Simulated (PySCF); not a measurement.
**Do core-level shifts follow atomic charges?**

Species: C₃H₁₂AlNSi.
Atom-mapped SMILES: `[CH3:1][NH:2][Al:3]([CH3:4])[CH2:5][SiH3:6]`

Binding energies: PySCF, delta-SCF UKS SCAN, pcX-2 on the ionised atom, pcseg-1 elsewhere, spin-free X2C. Charges: PBE0/pcSseg-1 ground-state density, for the ionised atom.

| atom | environment | C 1s (eV) | Mulliken (e) | IAO (e) | Hirshfeld (e) | ESP (e) |
| --- | --- | --- | --- | --- | --- | --- |
| C5 | sp3 carbon bound to silicon | 289.27 | -0.929 | -0.912 | -0.306 | -0.534 |
| C4 | methyl carbon | 289.54 | -0.720 | -0.798 | -0.278 | -0.815 |
| C1 | N-methyl carbon | 291.34 | -0.091 | -0.278 | -0.072 | -0.013 |

How well does each charge scheme correlate with the binding energies over these sites?

Hirshfeld: r = 1.00, slope 8.8 eV per e; IAO: r = 1.00, slope 3.3 eV per e; Mulliken: r = 0.99, slope 2.6 eV per e; ESP: r = 0.89, slope 2.5 eV per e. On 3 points no scheme stands out.

The point-charge model writes a binding energy as kq + V + constant, with V the potential of the other atoms' charges at the site. What does it give with the Mulliken charges?

V = Σ 14.40 eV Å × q/r over all other atoms: +10.84 eV at C5, +9.14 eV at C4, +0.31 eV at C1. Fitting binding energy − V to q gives k = 15.5 eV per e and leaves an rms residual of 0.53 eV, against 0.11 eV for the fit on q alone. The model has no term for differences in relaxation between sites.

Isolated species at its PBE0-D3(BJ)/def2-SVP geometry (one conformer only).

Conformer computed: `[CH3:1][NH:2][Al:3]([CH3:4])[CH2:5][SiH3:6]`: C1–N2–Al3–C4 179°, N2–Al3–C5–Si6 83°.
